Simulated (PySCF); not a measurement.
Isomers of C6H8F3P. The calculation used PySCF 2.14.0, PBE0-D3(BJ)/def2-SVP geometry optimisation, gas phase. One conformer each; no zero-point energy, no entropy. No frequencies were run at this level. Point groups hold within 0.08 Å.

Question: Order them by energy at this level, lowest first, and give relative energies in kcal/mol.
A. `[CH3:1][C:2]#[C:3][P:4]([CH3:5])[CH2:6][C:7]([F:8])([F:9])[F:10]` with C3–P4–C6–C7 -178°
B. `[CH3:1][C:2]1=[C:3]([C:4]([F:5])([F:6])[F:7])[PH:8][CH2:9][CH2:10]1` with C2–C3–P8–C9 -18°, C3–P8–C9–C10 26°, P8–C9–C10–C2 -29°, C1–C2–C10–C9 -166°

Answer: B (0.0), A (29.1).

As drawn, the lower has a C=C bond outside aromatic rings, which the higher lacks; the higher has a C≡C bond, which the lower lacks.

```
             SMILES      E (Eh)  E rel (kcal/mol)  dipole (D)  point group       A, B, C (MHz)
CC1=C(C(F)(F)F)PCC1  -873.16255               0.0        3.52           C1  1634, 986.9, 704.9
  CC#CP(C)CC(F)(F)F  -873.11614              29.1        3.44           C1  2211, 512.0, 468.8
```

Question: How do the relative energies change in single points at PBE0/pcSseg-1 (no added dispersion term) on the same geometries?

Answer: 
| SMILES | PBE0-D3(BJ)/def2-SVP (kcal/mol) | PBE0/pcSseg-1 (kcal/mol) | shift |
| --- | --- | --- | --- |
| CC1=C(C(F)(F)F)PCC1 | 0.0 | 0.0 | 0.0 |
| CC#CP(C)CC(F)(F)F | 29.1 | 25.2 | -3.9 |

Each column counts from its own lowest isomer. The order is unchanged; the largest shift is 3.9 kcal/mol.
